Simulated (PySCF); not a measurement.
Estimate the missing entries of this data sheet.

C₆H₇F₃O.
SMILES: `FC(F)(F)C1=COCCC1`

```tsv
property	level	value
point group	PBE0-D3(BJ)/def2-SVP	?
rotational constants A, B, C	PBE0-D3(BJ)/def2-SVP	?
dipole moment	CAM-B3LYP/def2-SVPD	3.41 D
HOMO energy	CAM-B3LYP/def2-SVPD	-8.41 eV
LUMO energy	CAM-B3LYP/def2-SVPD	?
lowest singlet excitation	TDDFT CAM-B3LYP/def2-SVPD	6.41 eV (193 nm, f = 0.161)
static isotropic polarisability	CAM-B3LYP/def2-SVPD	74.2 au
electronic spatial extent ⟨r²⟩ about the centre of nuclear charge	CAM-B3LYP/def2-SVPD	?
```

The electronic properties come from PySCF, for the isolated species, density fitting. Geometry: PBE0-D3(BJ)/def2-SVP, one conformer, isolated molecule.

Q: What is the electronic spatial extent ⟨r²⟩ about the centre of nuclear charge?

A: 1451 bohr².

Q: What is the LUMO energy?

A: 0.91 eV.

Q: The point group?

A: C1.

Q: What are the rotational constants A, B, C?

A: 2.628, 0.903, 0.780 GHz.

The rotational constants make it an asymmetric top with κ = (2B − A − C)/(A − C) = -0.87, nearer the prolate limit (−1). The 6 singlets span 6.41 to 8.07 eV, and their oscillator strengths add up to 0.29. The polarisability is 10.99 Å³ as a volume (1 au = 0.148185 Å³), or 0.95 au for each of the 78 electrons. No computed singlet falls in the visible range (750 to 380 nm, 1.65 to 3.26 eV); S1 lies 3.15 eV above its blue end.
